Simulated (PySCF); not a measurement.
PySCF input file for GaO, SMILES [O]=[Ga], multiplicity 2, TDA-PBE/def2-TZVPD. Coordinates come from a PBE0-D3(BJ)/def2-TZVPD optimisation.

```python
import numpy as np
from pyscf import gto, scf, dft, tdscf

mol = gto.M(
    atom='''
    Ga    0.00000000    0.00000000   -0.34982357
    O     0.00000000    0.00000000    1.35556633
    ''',
    basis='def2-TZVPD',
    charge=0,
    spin=1,
    max_memory=1600,
    verbose=4,
)
mf = dft.UKS(mol, xc='pbe').density_fit(auxbasis='def2-universal-jkfit')
mf.grids.level = 3
mf.conv_tol = 1e-9
mf.max_cycle = 100
mf.kernel()
fine, coarse = mf.grids, dft.Grids(mol).set(level=1).build(with_non0tab=True)
for _ in range(3):  # follow internal instabilities
    mf.grids = coarse
    mo, _, stable, _ = mf.stability(return_status=True, nroots=4)
    mf.grids = fine
    if stable:
        break
    mf.kernel(mf.make_rdm1(mo, mf.mo_occ))
mf.grids = dft.Grids(mol).set(level=1).build(with_non0tab=True)  # coarser grid for the response kernel
td = tdscf.TDA(mf)
td.nstates = 10
td.conv_tol = 1e-4
td.positive_eig_threshold = 1e-6
td.kernel(x0=td.get_init_guess(mf, 15))
td.analyze()
```

Program output:

```
PySCF version 2.14.0

[INPUT] verbose = 4
[INPUT] num. atoms = 2
[INPUT] num. electrons = 39
[INPUT] charge = 0
[INPUT] spin (= nelec alpha-beta = 2S) = 1
[INPUT] symmetry False subgroup None
[INPUT] Mole.unit = angstrom
[INPUT] Symbol           X                Y                Z      unit          X                Y                Z       unit  Magmom
[INPUT]  1 Ga     0.000000000000   0.000000000000  -0.349823570000 AA    0.000000000000   0.000000000000  -0.661070739218 Bohr   0.0
[INPUT]  2 O      0.000000000000   0.000000000000   1.355566330000 AA    0.000000000000   0.000000000000   2.561649107382 Bohr   0.0

nuclear repulsion = 76.9536328954217
number of shells = 32
number of NR pGTOs = 161
number of NR cGTOs = 94
basis = def2-TZVPD
ecp = {}


[settings echo left out]
init E= -1999.22578942816
  alpha nocc = 20  HOMO = -0.233275652895948  LUMO = -0.0655242032605359
  beta  nocc = 19  HOMO = -0.38516427596267  LUMO = -0.233275652895955

WARN: HOMO -0.233275652895948 >= LUMO -0.233275652895955

cycle= 1 E= -1999.21379780854  delta_E= 0.012  |g|= 1.15  |ddm|=  1.1
  alpha nocc = 20  HOMO = -0.064059230036051  LUMO = 0.0113150036248565
  beta  nocc = 19  HOMO = -0.158691259688358  LUMO = -0.0270556321052843
  HOMO = -0.0640592300361  LUMO = -0.0270556321053  gap/eV = 1.00692
cycle= 2 E= -1991.22720572438  delta_E= 7.99  |g|= 2.89  |ddm|= 3.26
  alpha nocc = 20  HOMO = -0.253118517659871  LUMO = -0.0556044156880002
  beta  nocc = 19  HOMO = -0.400712770935856  LUMO = -0.219134297092275
  HOMO = -0.25311851766  LUMO = -0.219134297092  gap/eV = 0.92476
cycle= 3 E= -1999.32692275097  delta_E= -8.1  |g|= 0.844  |ddm|= 3.16
  alpha nocc = 20  HOMO = -0.223296191707007  LUMO = -0.0450283906007351
  beta  nocc = 19  HOMO = -0.229624638295199  LUMO = -0.189680287607587
  HOMO = -0.223296191707  LUMO = -0.189680287608  gap/eV = 0.91474
cycle= 4 E= -1999.67032003008  delta_E= -0.343  |g|= 0.32  |ddm|= 0.745
  alpha nocc = 20  HOMO = -0.223959004849445  LUMO = -0.0637372210019554
  beta  nocc = 19  HOMO = -0.216629698160042  LUMO = -0.201810173726451
  HOMO = -0.21662969816  LUMO = -0.201810173726  gap/eV = 0.40326
cycle= 5 E= -1999.64938337686  delta_E= 0.0209  |g|= 0.316  |ddm|= 0.286
  alpha nocc = 20  HOMO = -0.228108561446991  LUMO = -0.0617636777597967
  beta  nocc = 19  HOMO = -0.220445046505617  LUMO = -0.199098779821658
  HOMO = -0.220445046506  LUMO = -0.199098779822  gap/eV = 0.58086
cycle= 6 E= -1999.67057256047  delta_E= -0.0212  |g|= 0.254  |ddm|= 0.0692
  alpha nocc = 20  HOMO = -0.252949635336834  LUMO = -0.0659574166444411
  beta  nocc = 19  HOMO = -0.242028220350354  LUMO = -0.206346280342836
  HOMO = -0.24202822035  LUMO = -0.206346280343  gap/eV = 0.97096
cycle= 7 E= -1999.7027340801  delta_E= -0.0322  |g|= 0.0146  |ddm|= 0.161
  alpha nocc = 20  HOMO = -0.250798038437373  LUMO = -0.0636541596433608
  beta  nocc = 19  HOMO = -0.239972481735167  LUMO = -0.203528448924289
  HOMO = -0.239972481735  LUMO = -0.203528448924  gap/eV = 0.99169
cycle= 8 E= -1999.70285655138  delta_E= -0.000122  |g|= 0.00438  |ddm|= 0.0211
  alpha nocc = 20  HOMO = -0.251248049955473  LUMO = -0.0640377571576306
  beta  nocc = 19  HOMO = -0.240509487994079  LUMO = -0.204053045005337
  HOMO = -0.240509487994  LUMO = -0.204053045005  gap/eV = 0.99203
cycle= 9 E= -1999.70286039949  delta_E= -3.85e-06  |g|= 0.00252  |ddm|= 0.00355
  alpha nocc = 20  HOMO = -0.251614149882909  LUMO = -0.0640739741888126
  beta  nocc = 19  HOMO = -0.240875899818135  LUMO = -0.204260623909724
  HOMO = -0.240875899818  LUMO = -0.20426062391  gap/eV = 0.99635
cycle= 10 E= -1999.70286259946  delta_E= -2.2e-06  |g|= 0.00137  |ddm|= 0.00286
  alpha nocc = 20  HOMO = -0.251467773561074  LUMO = -0.0640629753263632
  beta  nocc = 19  HOMO = -0.240768755964207  LUMO = -0.20422944857329
  HOMO = -0.240768755964  LUMO = -0.204229448573  gap/eV = 0.99429
cycle= 11 E= -1999.70286352416  delta_E= -9.25e-07  |g|= 0.000162  |ddm|= 0.00081
  alpha nocc = 20  HOMO = -0.251449352418598  LUMO = -0.0640612468598774
  beta  nocc = 19  HOMO = -0.240756861970716  LUMO = -0.204223780331796
  HOMO = -0.240756861971  LUMO = -0.204223780332  gap/eV = 0.99412
cycle= 12 E= -1999.70286353626  delta_E= -1.21e-08  |g|= 4.35e-06  |ddm|= 9.98e-05
  alpha nocc = 20  HOMO = -0.251448516674477  LUMO = -0.064061120520722
  beta  nocc = 19  HOMO = -0.240757253346156  LUMO = -0.204224011626603
  HOMO = -0.240757253346  LUMO = -0.204224011627  gap/eV = 0.99412
cycle= 13 E= -1999.70286353628  delta_E= -1.46e-11  |g|= 2.27e-06  |ddm|= 8.51e-06
  alpha nocc = 20  HOMO = -0.251447394076487  LUMO = -0.0640611822800553
  beta  nocc = 19  HOMO = -0.240756484558531  LUMO = -0.204223854391136
  HOMO = -0.240756484559  LUMO = -0.204223854391  gap/eV = 0.99410
Extra cycle  E= -1999.70286353624  delta_E= 4e-11  |g|= 1.04e-05  |ddm|= 7.89e-06
converged SCF energy = -1999.70286353624  <S^2> = 0.75474634  2S+1 = 2.0047407
tot grids = 12600
uhf_internal: lowest eigs of H = [0.04950769 0.04950877 0.22847629 0.28283012]
<class 'pyscf.df.df_jk.DFUKS'> wavefunction is stable in the internal stability analysis
tot grids = 12600
Overwritten attributes  positive_eig_threshold  of <class 'pyscf.tdscf.uks.TDA'>


******** <class 'pyscf.tdscf.uks.TDA'> for <class 'pyscf.df.df_jk.DFUKS'> ********
nstates = 10
deg_eia_thresh = 1.000e-03
wfnsym = None
conv_tol = 0.0001
eigh lindep = 1e-12
eigh level_shift = 0
eigh max_cycle = 100


Excitation energies (eV)
[0.88232757 0.88232757 3.70161409 4.22912617 4.35168163 4.35169326
 4.66259717 4.79089692 4.79089692 4.80812408]

** Excitation energies and oscillator strengths **
Excited State   1:      0.88233 eV   1405.19 nm  f=0.0014
      19b ->   20b      0.99828
Excited State   2:      0.88233 eV   1405.19 nm  f=0.0014
      18b ->   20b     -0.99828
Excited State   3:      3.70161 eV    334.95 nm  f=0.0275
      18a ->   23a     -0.10678
      19a ->   22a     -0.40811
      20a ->   21a     -0.40811
      17b ->   20b     -0.79798
Excited State   4:      4.22913 eV    293.17 nm  f=0.0057
      19a ->   22a     -0.35320
      20a ->   21a     -0.35320
      17b ->   20b      0.36087
      18b ->   21b     -0.28787
      18b ->   22b      0.46776
      19b ->   21b      0.46776
      19b ->   22b      0.28787
Excited State   5:      4.35168 eV    284.91 nm  f=0.0000
      19a ->   21a      0.54156
      20a ->   22a      0.54156
      18b ->   21b     -0.43451
      19b ->   22b     -0.43451
Excited State   6:      4.35169 eV    284.91 nm  f=0.0000
      19a ->   22a     -0.54155
      20a ->   21a      0.54155
      18b ->   22b      0.43453
      19b ->   21b     -0.43453
Excited State   7:      4.66260 eV    265.91 nm  f=0.0000
      19a ->   21a      0.69751
      19a ->   22a     -0.11610
      20a ->   21a     -0.11610
      20a ->   22a     -0.69751
Excited State   8:      4.79090 eV    258.79 nm  f=0.0504
      18a ->   21a     -0.97739
      17b ->   21b     -0.19371
Excited State   9:      4.79090 eV    258.79 nm  f=0.0504
      18a ->   22a     -0.97739
      17b ->   22b     -0.19371
Excited State  10:      4.80812 eV    257.86 nm  f=0.0000
      18b ->   21b     -0.60221
      18b ->   22b     -0.37060
      19b ->   21b     -0.37060
      19b ->   22b      0.60221

** Transition electric dipole moments (AU) **
state          X           Y           Z        Dip. S.      Osc.
  1        -0.2399     -0.0974     -0.0000      0.0670      0.0014
  2        -0.0974      0.2399      0.0000      0.0670      0.0014
  3        -0.0000     -0.0000     -0.5508      0.3034      0.0275
  4        -0.0000     -0.0000      0.2345      0.0550      0.0057
  5        -0.0000      0.0000      0.0000      0.0000      0.0000
  6        -0.0000     -0.0000      0.0000      0.0000      0.0000
  7        -0.0000     -0.0000      0.0000      0.0000      0.0000
  8         0.6551     -0.0072     -0.0000      0.4292      0.0504
  9         0.0072      0.6551     -0.0000      0.4292      0.0504
 10        -0.0000      0.0000     -0.0000      0.0000      0.0000

** Transition velocity dipole moments (imaginary part, AU) **
state          X           Y           Z        Dip. S.      Osc.
  1         0.0110      0.0045      0.0000      0.0001      0.0029
  2         0.0045     -0.0110      0.0000      0.0001      0.0029
  3         0.0000     -0.0000      0.0232      0.0005      0.0026
  4         0.0000      0.0000     -0.0184      0.0003      0.0014
  5         0.0000      0.0000     -0.0000      0.0000      0.0000
  6         0.0000      0.0000     -0.0000      0.0000      0.0000
  7        -0.0000     -0.0000     -0.0000      0.0000      0.0000
  8         0.0619     -0.0007     -0.0000      0.0038      0.0145
  9         0.0007      0.0619      0.0000      0.0038      0.0145
 10        -0.0000      0.0000     -0.0000      0.0000      0.0000

** Transition magnetic dipole moments (imaginary part, AU) **
state          X           Y           Z
  1         0.1400     -0.3449      0.0000
  2        -0.3449     -0.1400      0.0000
  3         0.0000      0.0000      0.0000
  4         0.0000     -0.0000      0.0000
  5        -0.0000     -0.0000     -0.0000
  6         0.0000      0.0000      0.0000
  7         0.0000      0.0000      0.0000
  8         0.0094      0.8489     -0.0000
  9        -0.8489      0.0094      0.0000
 10        -0.0000     -0.0000     -0.0000
```

Self-consistency was reached.

Cost: around 50 core-seconds (rough).
